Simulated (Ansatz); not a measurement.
Frontier orbitals of `N=C=[CH][GaH][SiH3]`.

Total charge 0; spin multiplicity 1. Correlated methods include outer-core shells of Ga, which these sets cover unevenly. Scalar relativity is left out up to krypton. The geometry is a stationary point of PBE0-D4/def2-TZVP. It is one conformer, not always the lowest. Basis def2-TZVPP, the Gaussian-basis code of Ansatz.

| functional | HOMO (eV) | LUMO (eV) | gap (eV) |
| --- | --- | --- | --- |
| PBE | -6.08 | -2.55 | 3.53 |
| B97M-V | -6.34 | -2.52 | 3.82 |
| PBE0 | -7.17 | -1.81 | 5.36 |
| r2SCAN0 | -7.32 | -1.71 | 5.61 |
| LC-ωPBE | -9.71 | 0.21 | 9.92 |
| ωB97M-V | -9.29 | -0.09 | 9.20 |

A quarter of exact exchange (PBE0) shifts PBE's HOMO by −1.09 eV and its LUMO by +0.74 eV; full exchange at long range (ωB97M-V) shifts them by −3.22 and +2.46 eV. The gap opens from 3.52 to 9.20 eV, since occupied levels lose self-interaction and empty ones feel all the electrons.

LC-ωPBE has ω = 0.4 bohr⁻¹.
